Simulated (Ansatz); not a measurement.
`C=C(F)[Te]C` and `C=C(F)BCl` differ in one atom or group.

Ansatz, PBE0-D4/def2-TZVP geometries, multiplicity 1. Each molecule was computed in one conformer, which needn't be the lowest.

Elements past krypton have def2 core potentials.

| property | `C=C(F)[Te]C` |
| --- | --- |
| LUMO energy (ωB97M-V/def2-TZVPP) / eV | 0.99 |
| HOMO energy (B3LYP/def2-TZVPP) / eV | -5.89 |
| size of the dipole moment (ωB97M-V/def2-TZVPP) / D | 1.10 |
| HOMO energy (ωB97M-V/def2-TZVPP) / eV | -8.19 |
| HOMO energy (PBE/def2-TZVPP) / eV | -5.06 |
| size of the dipole moment (B3LYP/def2-TZVPP) / D | 1.11 |

What does the change do to each property? (An estimate is asked.)

Ansatz gave: 
```json
{"property": "LUMO energy (ωB97M-V/def2-TZVPP) / eV", "`C=C(F)BCl`": "-0.25", "shift": "-1.24"}
{"property": "HOMO energy (B3LYP/def2-TZVPP) / eV", "`C=C(F)BCl`": "-8.01", "shift": "-2.12"}
{"property": "size of the dipole moment (ωB97M-V/def2-TZVPP) / D", "`C=C(F)BCl`": "2.03", "shift": "0.93"}
{"property": "HOMO energy (ωB97M-V/def2-TZVPP) / eV", "`C=C(F)BCl`": "-10.44", "shift": "-2.25"}
{"property": "HOMO energy (PBE/def2-TZVPP) / eV", "`C=C(F)BCl`": "-7.04", "shift": "-1.98"}
{"property": "size of the dipole moment (B3LYP/def2-TZVPP) / D", "`C=C(F)BCl`": "2.06", "shift": "0.95"}
```

With PBE0 the HOMO falls by 2.15 eV and the LUMO falls by 1.48 eV, so the gap widens by about 0.67 eV. PBE moves the HOMO by -1.98 eV and ωB97M-V by -2.25 eV. Dipoles are sizes alone; their direction can turn.

B3LYP here is the variant with VWN-RPA as its local correlation; programs differ in this.

Spin–orbit coupling is left out; it splits and shifts lone-pair levels of the heavy atoms by tenths of an eV.
